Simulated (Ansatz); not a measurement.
Consider the cleavage of the Si–Si bond: `[SiH3][SiH2]BCl` + `[NH2][AlH2]` → `[AlH2][NH][SiH3]` + `[SiH3]BCl`.

Gas-phase electronic energies from Ansatz, PBE0-D4/def2-TZVP geometries. CBS: MP2 limit from def2 TZ/QZ plus the TZ coupled-cluster correction, frozen cores. This one scheme is used for every species. Functionals use def2-TZVPP. B3LYP here is the variant with VWN-RPA as its local correlation; programs differ in this. One conformer a species, not always the lowest.

`[SiH3][SiH2]BCl`:

```xyz
10

Si    0.462    0.649   -1.452
Si    0.611   -0.061    0.782
B    -1.131   -0.967    1.186
Cl   -2.481   -0.038    1.774
H     0.218   -0.517   -2.343
H     1.721    1.318   -1.873
H    -0.667    1.606   -1.600
H     0.842    1.130    1.645
H     1.767   -0.993    0.903
H    -1.341   -2.124    0.978
```

`[NH2][AlH2]`:

Cartesian coordinates in Å:
```
N -0.107 0.395 0.844
Al 0.095 -0.349 -0.745
H 0.632 0.530 1.515
H -0.978 0.746 1.209
H 1.542 -0.845 -1.152
H -1.184 -0.478 -1.670
```

`[AlH2][NH][SiH3]`:

```xyz
9

Al    0.281    0.012    1.759
N    -0.244   -0.571    0.159
Si   -0.122    0.202   -1.381
H     0.964    1.435    1.845
H     0.029   -0.938    3.000
H    -0.677   -1.485    0.137
H     0.692   -0.591   -2.345
H     0.532    1.518   -1.166
H    -1.456    0.418   -2.009
```

`[SiH3]BCl`:

Cartesian coordinates in Å:
```
Si -0.145 -0.392 -0.759
B 0.271 0.429 1.035
Cl -0.496 1.897 1.564
H 1.113 -0.472 -1.555
H -1.159 0.375 -1.528
H -0.637 -1.784 -0.553
H 1.053 -0.053 1.798
```

```tsv
level	ΔE (kcal/mol)	difference from CCSD(T)/CBS
LDA (SPW92)	-5.7	4.4
PBE-D4	-5.0	5.1
revPBE-D4	-5.5	4.6
r2SCAN-D4	-8.0	2.1
B3LYP-D4	-9.6	0.5
CAM-B3LYP-D4	-10.9	-0.8
ωB97X-V	-9.8	0.3
r2SCAN	-8.1	2.0
r2SCAN0	-9.0	1.1
CCSD(T)/def2-SVP	-10.3	-0.2
MP2/def2-TZVPP	-11.8	-1.7
CCSD(T)/def2-TZVPP	-10.5	-0.4
HF/def2-QZVPP	-15.3	-5.2
SCS-MP2/def2-QZVPP	-12.7	-2.6
HF/CBS(def2)	-15.3	-5.2
MP2/CBS(def2)	-11.5	-1.4
CCSD(T)/CBS	-10.1	0
```

Largest T1 diagnostic among the species: 0.014.

From BLYP to BHLYP (50 % exact exchange), in def2-TZVPP and without D4, ΔE moves by −3.4 kcal/mol. In def2-TZVPP, CCSD(T) changes the Hartree–Fock value by +4.5 kcal/mol (the triples alone add +0.6 kcal/mol) and MP2 by +3.1 kcal/mol. Leaving LDA and LC-ωPBE aside and taking each functional with its dispersion term where it has one, the values, not all of them listed here, spread over 6.6 kcal/mol, from BHLYP-D4 to PBE-D4.
